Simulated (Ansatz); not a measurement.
Two members of one family ((LiH)n off), computed with Ansatz in the gas phase. The two geometries come from different levels. A dash marks a value that wasn't run or was left out as unsound. The structures are stationary points that may keep the symmetry of their start. Remarks come from the PBE and PBE0 runs and from stability tests at other levels; not every state was tested. HOMO above LUMO (over both spins in singlets and doublets, within one spin in higher multiplets; at PBE or PBE0), or a gap under 0.15 eV within one spin, warns that the state may not be the lowest or that an electron is smeared out.

First: Li5H4⁺ (singlet, charge 1, PBE0-D4/def2-TZVP geometry).

Cartesian coordinates in Å:
```
Li 0.768 0.239 -2.328
Li -0.674 -0.372 2.340
Li -1.828 -1.465 -0.758
Li -0.141 0.199 -0.018
Li 1.924 1.331 0.770
H 0.609 0.613 1.672
H -0.640 -0.569 -1.676
H 1.392 0.932 -0.848
H -1.410 -0.907 0.846
```

| level | HOMO (eV) | LUMO (eV) | gap (eV) | vertical EA (eV) | vertical triplet (eV) |
| --- | --- | --- | --- | --- | --- |
| r2SCAN-D4/def2-TZVP | -9.16 | -4.25 | 4.92 | 3.02 | 4.27 |
| B3LYP-D4/6-31G | -9.96 | -4.36 | 5.60 | – | – |
| PBE0-D4/def2-SVP | -10.02 | -4.02 | 6.01 | – | – |
| PBE0-D4/def2-TZVP | -10.11 | -4.17 | 5.94 | 3.06 | 4.50 |
| BHLYP-D4/def2-TZVP | -11.22 | -3.63 | 7.59 | – | – |

Second: Li9H8⁺ (singlet, charge 1, PBE-D4/def2-SVP geometry).

```xyz
17

Li    2.6761    1.8483    0.0852
Li   -0.0103   -0.4559    1.1746
Li    0.1171    1.7085   -0.4359
Li   -0.7748   -0.4693   -1.4460
Li   -2.2588   -1.8599    2.9446
Li   -1.7666   -2.8171    0.1805
Li   -2.4972   -0.1762    1.0795
Li    1.9508    1.8177   -2.3160
Li    1.9695   -0.3572   -0.9875
H    -0.3862   -1.8438   -0.2926
H     1.4493    2.7952   -0.8644
H     0.6094    0.4606   -1.9949
H    -2.9246   -2.0950    1.2911
H     3.1803    0.8700   -1.3612
H    -1.3896    0.5809   -0.0892
H    -1.3101   -0.5037    2.4632
H     1.3657    0.4970    0.5690
```

Task: Estimate how these quantities change from the first to the second (second minus first).

Result: 
| level | Δ HOMO (eV) | Δ LUMO (eV) | Δ gap (eV) | Δ vertical EA (eV) | Δ vertical triplet (eV) |
| --- | --- | --- | --- | --- | --- |
| r2SCAN-D4/def2-TZVP | 0.64 | 0.00 | -0.64 | 0.19 | 0.06 |
| B3LYP-D4/6-31G | 0.62 | -0.03 | -0.65 | – | – |
| PBE0-D4/def2-SVP | 0.60 | -0.10 | -0.70 | – | – |
| PBE0-D4/def2-TZVP | 0.61 | -0.02 | -0.64 | 0.19 | 0.16 |
| BHLYP-D4/def2-TZVP | 0.61 | -0.06 | -0.67 | – | – |

Remarks: gap within one spin near zero at PBE or PBE0 (triplet).
